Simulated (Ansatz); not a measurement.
Relaxation of Pb3Se2 with RKS r2SCAN-D4/def2-SVP.

```sh
$ ansatz run in.yaml --threads 4 --pin off --events-out ev --progress --plain --max-ram 4787MiB
```

```yaml
crystal:
  periodic: [false, false, false]
  atoms:
    - {symbol: Pb, position_ang: [-1.860540, 1.595300, -0.016190]}
    - {symbol: Pb, position_ang: [-1.879970, -1.567070, -0.019450]}
    - {symbol: Pb, position_ang: [2.354970, -0.016650, 0.009120]}
    - {symbol: Se, position_ang: [0.680050, -2.011620, -0.001100]}
    - {symbol: Se, position_ang: [0.705490, 2.000050, 0.027620]}
basis:
  gaussian: {orbitals: def2-SVP}
hamiltonian: {xc: r2scan, dispersion: d4}
scf: {lower_state_search: "off"}
output: {orbitals: {seedname: orbitals}}
relax: {f_tol: 0.02, max_steps: 100}
```

Run time 81 s (4 threads of Arm Neoverse V1 on a shared host).

Positions (Å) and forces (eV/Å) at steps 1, 2, 3, 4, 7, 9, 10, 11, 12, 13, 14, 15, 16, 17, 18, 19, 20, 21, 22, 23, 25 of 25:

```xyz
5
step=1 energy=-146440.2704 eV
Pb   -1.861    1.595   -0.016   -0.429    0.020   -0.006
Pb   -1.880   -1.567   -0.019   -0.435   -0.019   -0.005
Pb    2.355   -0.017    0.009    0.685    0.000   -0.003
Se    0.680   -2.012   -0.001    0.081   -0.783    0.001
Se    0.705    2.000    0.028    0.098    0.783    0.013
5
step=2 energy=-146440.2866 eV
Pb   -1.889    1.654   -0.016    0.196   -0.195    0.003
Pb   -1.913   -1.629   -0.021    0.203    0.195    0.000
Pb    2.383   -0.016    0.009   -0.703    0.003    0.000
Se    0.694   -2.207   -0.001    0.156    0.577    0.004
Se    0.725    2.198    0.029    0.148   -0.580   -0.007
5
step=3 energy=-146440.3571 eV
Pb   -1.881    1.608   -0.016    0.003    0.018    0.000
Pb   -1.901   -1.579   -0.023   -0.006   -0.023   -0.002
Pb    2.363   -0.017    0.006    0.098    0.001   -0.003
Se    0.696   -2.090    0.003   -0.050   -0.171    0.002
Se    0.723    2.078    0.030   -0.046    0.176    0.003
5
step=4 energy=-146440.3620 eV
Pb   -1.877    1.612   -0.015    0.000   -0.005    0.000
Pb   -1.899   -1.586   -0.024    0.000    0.004   -0.002
Pb    2.356   -0.016    0.005    0.001    0.000   -0.003
Se    0.696   -2.115    0.004   -0.001   -0.030    0.003
Se    0.724    2.105    0.030    0.000    0.030    0.002
5
step=7 energy=-146440.3622 eV
Pb   -1.875    1.612   -0.015    0.002    0.002   -0.001
Pb   -1.897   -1.586   -0.026    0.002   -0.002   -0.002
Pb    2.351   -0.016    0.001   -0.004    0.000   -0.004
Se    0.696   -2.122    0.007    0.000    0.003    0.003
Se    0.725    2.112    0.032    0.000   -0.003    0.002
5
step=9 energy=-146440.3623 eV rejected
Pb   -1.878    1.602   -0.024    0.068    0.077   -0.005
Pb   -1.900   -1.576   -0.066    0.089   -0.080    0.002
Pb    2.356   -0.015   -0.077   -0.115   -0.017   -0.006
Se    0.696   -2.124    0.082   -0.023    0.068    0.001
Se    0.726    2.113    0.084   -0.019   -0.049    0.008
5
step=10 energy=-146440.3628 eV
Pb   -1.876    1.607   -0.022    0.031    0.038   -0.004
Pb   -1.898   -1.581   -0.049    0.038   -0.039   -0.002
Pb    2.352   -0.016   -0.047   -0.044   -0.006   -0.010
Se    0.696   -2.124    0.052   -0.013    0.029    0.006
Se    0.725    2.113    0.065   -0.012   -0.021    0.009
5
step=11 energy=-146440.3634 eV
Pb   -1.876    1.603   -0.028    0.067    0.070   -0.005
Pb   -1.897   -1.577   -0.072    0.089   -0.074    0.002
Pb    2.351   -0.015   -0.095   -0.112   -0.017   -0.007
Se    0.697   -2.126    0.098   -0.025    0.071    0.001
Se    0.726    2.115    0.098   -0.019   -0.050    0.010
5
step=12 energy=-146440.3647 eV
Pb   -1.872    1.602   -0.039    0.085    0.085   -0.006
Pb   -1.893   -1.576   -0.088    0.120   -0.090    0.004
Pb    2.339   -0.015   -0.138   -0.143   -0.024   -0.004
Se    0.698   -2.134    0.134   -0.036    0.116   -0.004
Se    0.727    2.123    0.131   -0.025   -0.086    0.009
5
step=13 energy=-146440.3520 eV rejected
Pb   -1.863    1.606   -0.097    0.285    0.097    0.023
Pb   -1.879   -1.575   -0.152    0.336   -0.121    0.046
Pb    2.313   -0.016   -0.333   -0.591   -0.031    0.179
Se    0.701   -2.131    0.295   -0.031    0.275   -0.141
Se    0.727    2.116    0.288    0.001   -0.220   -0.106
5
step=14 energy=-146440.3736 eV
Pb   -1.857    1.606   -0.074    0.102    0.069   -0.004
Pb   -1.877   -1.578   -0.111    0.127   -0.075    0.004
Pb    2.301   -0.015   -0.229   -0.143   -0.016   -0.004
Se    0.702   -2.138    0.205   -0.048    0.104   -0.004
Se    0.731    2.126    0.210   -0.038   -0.083    0.007
5
step=15 energy=-146440.3825 eV
Pb   -1.835    1.610   -0.102    0.137    0.060   -0.001
Pb   -1.854   -1.583   -0.137    0.157   -0.067    0.008
Pb    2.243   -0.015   -0.308   -0.161   -0.010   -0.003
Se    0.709   -2.162    0.270   -0.072    0.164   -0.008
Se    0.738    2.149    0.278   -0.061   -0.147    0.003
5
step=16 energy=-146440.3979 eV
Pb   -1.811    1.617   -0.153    0.229    0.024    0.020
Pb   -1.831   -1.591   -0.174    0.210   -0.021    0.018
Pb    2.192   -0.014   -0.449   -0.366    0.019    0.109
Se    0.710   -2.128    0.378   -0.031    0.082   -0.068
Se    0.740    2.117    0.397   -0.043   -0.103   -0.079
5
step=17 energy=-146440.4569 eV
Pb   -1.747    1.625   -0.199    0.260    0.010    0.005
Pb   -1.764   -1.599   -0.222    0.227   -0.010    0.001
Pb    2.034   -0.013   -0.572   -0.387    0.015    0.064
Se    0.723   -2.147    0.488   -0.039    0.045   -0.029
Se    0.754    2.134    0.505   -0.062   -0.061   -0.040
5
step=18 energy=-146440.5633 eV
Pb   -1.677    1.623   -0.241    0.398    0.076    0.007
Pb   -1.696   -1.599   -0.259    0.356   -0.071   -0.005
Pb    1.855   -0.011   -0.649   -0.445    0.022   -0.066
Se    0.743   -2.194    0.564   -0.139    0.032    0.043
Se    0.775    2.180    0.585   -0.171   -0.058    0.020
5
step=19 energy=-146440.7219 eV
Pb   -1.603    1.628   -0.282    0.492    0.094    0.023
Pb   -1.623   -1.604   -0.297    0.446   -0.090    0.007
Pb    1.673   -0.009   -0.720   -0.492    0.021   -0.151
Se    0.761   -2.220    0.638   -0.204   -0.018    0.074
Se    0.793    2.205    0.661   -0.242   -0.006    0.047
5
step=20 energy=-146440.8756 eV
Pb   -1.526    1.633   -0.321    0.421    0.162    0.076
Pb   -1.547   -1.610   -0.334    0.376   -0.158    0.058
Pb    1.486   -0.007   -0.779   -0.274    0.017   -0.158
Se    0.777   -2.242    0.705   -0.243   -0.009    0.026
Se    0.809    2.225    0.729   -0.280   -0.012   -0.002
5
step=21 energy=-146440.9029 eV
Pb   -1.500    1.645   -0.320    0.162    0.071   -0.035
Pb   -1.522   -1.621   -0.333    0.141   -0.067   -0.045
Pb    1.469   -0.007   -0.803   -0.342    0.015    0.030
Se    0.761   -2.259    0.716    0.028    0.050    0.034
Se    0.791    2.242    0.740    0.011   -0.069    0.016
5
step=22 energy=-146440.9174 eV
Pb   -1.443    1.719   -0.358    0.002   -0.010    0.085
Pb   -1.465   -1.693   -0.376    0.006   -0.001    0.095
Pb    1.300   -0.005   -0.885    0.215   -0.004    0.065
Se    0.790   -2.203    0.800   -0.118    0.017   -0.130
Se    0.818    2.182    0.819   -0.105   -0.001   -0.115
5
step=23 energy=-146440.8838 eV rejected
Pb   -1.471    1.671   -0.325   -0.129    0.007   -0.064
Pb   -1.503   -1.661   -0.357   -0.118    0.033   -0.077
Pb    1.382   -0.018   -0.779    0.222    0.194   -0.666
Se    0.779   -2.189    0.718   -0.001   -0.551    0.486
Se    0.813    2.196    0.744    0.026    0.316    0.321
5
step=25 energy=-146440.9331 eV
Pb   -1.462    1.681   -0.330    0.000   -0.001   -0.003
Pb   -1.483   -1.668   -0.372   -0.003    0.002    0.000
Pb    1.366   -0.006   -0.841   -0.002    0.001    0.002
Se    0.769   -2.229    0.768    0.004    0.001    0.000
Se    0.811    2.222    0.775    0.001   -0.003    0.000
```

In the def2 sets Pb takes a core potential; there is no spin–orbit coupling. The structure comes from a short search, and lower isomers may exist.
